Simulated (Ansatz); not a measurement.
`FB[SiH2][SiH3]` + `F[SiH2]P` → `F[SiH2]P[SiH3]` + `FB[SiH3]` at 700 K and 1 bar (cleavage of the Si–Si bond).

Gas-phase electronic energies from Ansatz, PBE0-D4/def2-TZVP geometries. CCSD(T)/CBS adds triple-zeta CCSD(T) − MP2 to the extrapolated MP2 energy (def2 sets, frozen cores). Each species was taken in one conformer, which may not be the lowest.

| species | CCSD(T)/CBS energy (Eh) | H − E (kJ/mol) | S (J/(mol·K)) |
| --- | --- | --- | --- |
| `FB[SiH2][SiH3]` | -706.37300 | 229.1 | 478.2 |
| `F[SiH2]P` | -732.27050 | 154.8 | 385.4 |
| `F[SiH2]P[SiH3]` | -1022.56126 | 226.2 | 489.1 |
| `FB[SiH3]` | -416.08982 | 157.1 | 377.6 |

H − E and S are ideal-gas, rigid-rotor, harmonic terms from PBE0-D4/def2-TZVP, for one conformer and one mirror image of each species. 1 Eh = 2625.50 kJ/mol, R = 8.31446 J/(mol·K).

**Question.** By hand: ΔE, ΔH, ΔS and ΔG.

**Answer.** ΔE = (-1022.56126) + (-416.08982) − (-706.37300) − (-732.27050) = -0.00758 Eh = -19.9 kJ/mol. Δ(H − E) = 226.2 + 157.1 − 229.1 − 154.8 = -0.6, so ΔH = -20.5 kJ/mol. ΔS = 489.1 + 377.6 − 478.2 − 385.4 = 3.1 J/(mol·K). ΔG = -20.5 − 700 × (3.1)/1000 = -22.7 kJ/mol.

**Question.** By hand: the equilibrium constant, and the temperature at which ΔG would vanish if ΔH and ΔS stayed fixed.

**Answer.** log₁₀ K = −ΔG/(RT ln 10) = 1.7. ΔH and −TΔS have one sign here, so there is no such temperature. One of them is within its doubt of zero, so this could turn.

The number of gas molecules stays the same, so ΔS is small and ΔH decides. A doubt of 5 kJ/mol in ΔE shifts log₁₀ K by 0.4 here. Other conformers and mirror images would add mixing entropy, several J/(mol·K) or more a flexible species. Modes under 60 cm⁻¹, often nearly free rotors, make the harmonic entropy too high. These are equilibria of isolated gas molecules and say nothing of rates. Largest T1 diagnostic: 0.015 (customary marks: 0.02 for closed shells, 0.045 for open ones).
